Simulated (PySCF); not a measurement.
H5N2O2Ta, SMILES [O]=[Ta]([NH2])([NH2])[OH], multiplicity 1.

Geometry optimised at PBE0-D3(BJ)/def2-SVP. The spin state was assumed, not searched. The structure was generated by enumeration; whether it is a known compound was not checked. The def2 effective core potentials stand for the cores of Ta; spin–orbit coupling is left out. Other conformers were not sampled.

All values below come from PBE0/def2-TZVP in PySCF.

Isolated molecule, no solvent.

```json
{
 "total_energy": "-320.00836 hartree",
 "point_group": "Cs",
 "highest_occupied_level": "-7.30 eV",
 "lowest_empty_level": "-0.06 eV",
 "orbital_gap": "7.24 eV",
 "dipole_moment": "0.597 e·Å",
 "quadrupole, principal values (traceless, Buckingham form, about the centre of nuclear charge)": "-10.10, 4.33, 5.77 D·Å",
 "mean_static_polarisability": "59.5 bohr³ (8.82 Å³)",
 "polarisability_principal_values": "56.4, 59.1, 63.1 bohr³"
}
```
